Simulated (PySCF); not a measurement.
**Computed structure and properties of [Tm(H2CO)]3+**

System: [Tm(H2CO)]3+ (singlet in the valence; each metal's 4f electrons, 12 of them, lie in its core potential, out of spins and levels); start: template (C2v). Method: PySCF 2.14.0, RKS PBE0, Tm lcecp-1-SVP with ECP58, O def2-SVP, C def2-SVP, H def2-SVP; non-relativistic Hamiltonian with scalar-relativistic core potentials where named; density fitting; no spin-orbit coupling.

Input of the relaxation:

```python
mol = gto.M(atom='''
Tm     0.00000     0.00000    -0.45537
O      0.00000     0.00000     1.95463
C      0.00000     0.00000     3.17463
H      0.94000    -0.00000     3.75463
H     -0.94000     0.00000     3.75463''',
    basis={'Tm': 'lcecp-1-SVP', 'O': 'def2-SVP', 'C': 'def2-SVP', 'H': 'def2-SVP'},
    ecp={'Tm': 'lcecp-1-SVP'},
    charge=3, spin=0)
mf = dft.RKS(mol, xc='PBE0')
mf.grids.atom_grid = (50, 194)  # f atoms: unpruned, at least (60, 302)
mf = mf.density_fit()  # fitting sets: Tm AutoAux, O def2-universal-JKFIT, C def2-universal-JKFIT, H def2-universal-JKFIT
mf.conv_tol = 1e-08; mf.max_cycle = 55
mf.kernel(dm0)  # dm0: converged density of the start geometry
# quasi-Newton relaxation in Cartesian coordinates to a largest gradient under 0.00045 Eh/bohr, steps kept in the point group
```

Run from Python with OMP_NUM_THREADS=2; the lines above give its settings. Where DIIS fails, smearing, a level shift and second-order steps follow.
It took 20 s on 2 threads of Arm Neoverse N1, with other jobs on the host, from the converged density of the start.

Course of the relaxation:

```
step  energy above end (eV)  largest force component within the symmetry (eV/Å)
   0                 0.8385                                               4.815
   1                 0.4042                                               2.720
   2                 0.1774                                               4.280
   3                 0.0329                                               1.011
   4                 0.0038                                               0.333
   5                 0.0001                                               0.105
   6                 0.0000                                               0.021
   7                 0.0000                                               0.002
```

Relaxed geometry (C2v):

```xyz
5

Tm    0.0000    0.0000   -0.1643
O     0.0000    0.0000    1.8626
C     0.0000    0.0000    3.1337
H     0.9733    0.0000    3.6756
H    -0.9733    0.0000    3.6756
```

```json
{"contact": "Tm1–O2 (H2CO)", "Å": "2.027"}
```

On the finer grid (75, 302):

The HOMO is -25.56 eV, the LUMO is -19.65 eV and the dipole about the centre of mass is 5.33 D. The set of Mulliken populations of Tm1 outside the core potential is s 2.06, p 6.06, d 0.44, f 0.03 and the D3(BJ) dispersion energy (not in the energies) is -0.092 eV.

```
atom  Mulliken (e)  Löwdin (e)  spin (e)
 Tm1          2.43        2.27      0.00
  O2         -0.37       -0.09      0.00
  C3          0.41        0.54      0.00
  H4          0.27        0.14      0.00
  H5          0.27        0.14      0.00
```

The 4f levels lie in the core potential and are missing. Their spin isn't counted.

On the grid (50, 194), as all that follows. Harmonic modes: a minimum; lowest 260 cm⁻¹ (negative: unstable), highest 3160 cm⁻¹, zero-point energy 0.778 eV.

Taking off one H2CO (charge 0, singlet; the rest: singlet) in vacuum, both parts rigid, costs 6.77 eV; the small basis without counterpoise inflates it. Parting with an electron moved from the ligand to the metal can be far cheaper, even downhill.

Rigid scan of H2CO along the line from its metal:

```tsv
distance to O2 (Å)	energy (eV)
1.73	1.439
1.83	0.540
1.93	0.115
2.03	0.000
2.13	0.084
2.23	0.290
2.43	0.874
```

One start shape was tried, so this needn't be the lowest isomer.

An lcecp potential fixes the number of 4f electrons, so in runs with it no electron can move into or out of that shell.
